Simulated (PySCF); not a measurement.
Species: C₄H₈Se.
Atom-mapped SMILES: `[CH3:1]/[CH:2]=[CH:3]/[Se:4][CH3:5]` (hydrogens: H6, H7, H8 on C1; H9 on C2; H10 on C3; H11, H12, H13 on C5)

Level: CAM-B3LYP/def2-SVPD in PySCF, non-relativistic, on one gas-phase PBE0-D3(BJ)/def2-SVP geometry that isn't relaxed in the solvent. The solvent is an IEF-PCM continuum (Bondi radii, 1.10 Å for H, scaled by 1.2). Specific hydrogen bonds and non-electrostatic terms are outside this model. Spin–orbit coupling is left out although an atom past zinc is present.

Gas phase at CAM-B3LYP/def2-SVPD: HOMO -7.04 eV, LUMO 0.87 eV, dipole 1.42 D.

Problem. What does the continuum do to the energy, the frontier levels and the dipole at CAM-B3LYP/def2-SVPD in cyclohexane and water?

Solution. 
```tsv
solvent	ε	E(solvent) − E(gas) (kJ/mol)	polarisation term (kJ/mol)	distortion of the solute (kJ/mol)	HOMO (eV)	LUMO (eV)	dipole (D)
cyclohexane	2.017	-5.24	-5.54	0.30	-7.05	0.94	1.65
water	78.36	-14.13	-16.39	2.26	-7.12	0.98	2.08
```

The polarisation term is half the interaction of the solute with the surface charges that it induces; the rest is the cost of distorting the solute's density. The sum is the electrostatic part of solvation alone. From cyclohexane to water the lowering changes by a factor 2.70, Onsager's factor (ε − 1)/(2ε + 1) by 2.43 and ε itself by 38.9.

Problem. Which radius a makes the point-dipole formula ΔE = −[(ε − 1)/(2ε + 1)]·μ²/a³ give the value in water, with the gas-phase dipole?

Solution. μ = 0.557 au and |ΔE| = 0.00538 Eh give a = 1.61 Å; the farthest nucleus lies 3.52 Å from the centroid of the nuclei, so such a sphere wouldn't even hold the nuclei. The formula assumes a rigid point dipole at the centre of a sphere.

Problem. How does the static polarisability (CAM-B3LYP/def2-SVPD, frozen core, with the continuum's full static response) change?

Solution. 
```json
{"medium": "gas", "isotropic (au)": "80.9", "principal values (au)": "59.4, 77.5, 105.8", "⟨r²⟩ of the electrons (bohr²)": "894.4"}
{"medium": "cyclohexane", "isotropic (au)": "91.8", "principal values (au)": "67.2, 88.4, 119.9", "⟨r²⟩ of the electrons (bohr²)": "894.1"}
{"medium": "water", "isotropic (au)": "114.0", "principal values (au)": "87.4, 110.2, 144.4", "⟨r²⟩ of the electrons (bohr²)": "893.5"}
```

The isotropic value in water is 1.41 times the gas-phase one; no cavity-field correction is applied. ⟨r²⟩ is taken about the centre of nuclear charge.

The values belong to the conformer `[CH3:1]/[CH:2]=[CH:3]/[Se:4][CH3:5]`: C2–C3–Se4–C5 0°.
